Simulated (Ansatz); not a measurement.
Species: sum formula AlH$_{2}$Cl, charge 0, multiplicity 1. 
Structure (B3LYP-D3(BJ)/def2-TZVP (Ansatz, an electronic-structure program) minimum search):
```xyz
4

Al    -1.0716     0.0611     0.0164
Cl     1.0308    -0.0588    -0.0157
H     -1.7170     1.4915     0.0236
H     -1.8753    -1.2866     0.0312
```
Charge 0, spin multiplicity 1.

Wanted: vertical triplet-singlet gap (E(triplet) - E(singlet); each state is the SCF solution reached for its spin; for the triplet the Hartree-Fock reference is unstable and T1 is 0.032), in kcal/mol. Cores are frozen in the correlated levels unless marked. Open shells are spin-unrestricted. No spin-orbit coupling. No relativistic terms.  The program attaches cautions to a run behind CCSD/def2-TZVPPD: other roots. The program attaches cautions to a run behind CCSD(T)/def2-TZVPPD: other roots.

| level | program | vertical triplet-singlet gap (kcal/mol) |
|---|---|---|
| RI-HF/aug-cc-pV(T+d)Z | Ansatz | 128.2 |
| RI-HF/aug-cc-pV(Q+d)Z | Ansatz | 128.2 |
| SVWN5/def2-TZVPD | Ansatz | 106.3 |
| CAM-B3LYP/def2-TZVPD | Ansatz | 123.9 |
| CCSD/def2-TZVPPD | Ansatz | 129.1 |
| CCSD(T)/def2-TZVPPD | Ansatz | 126.6 |
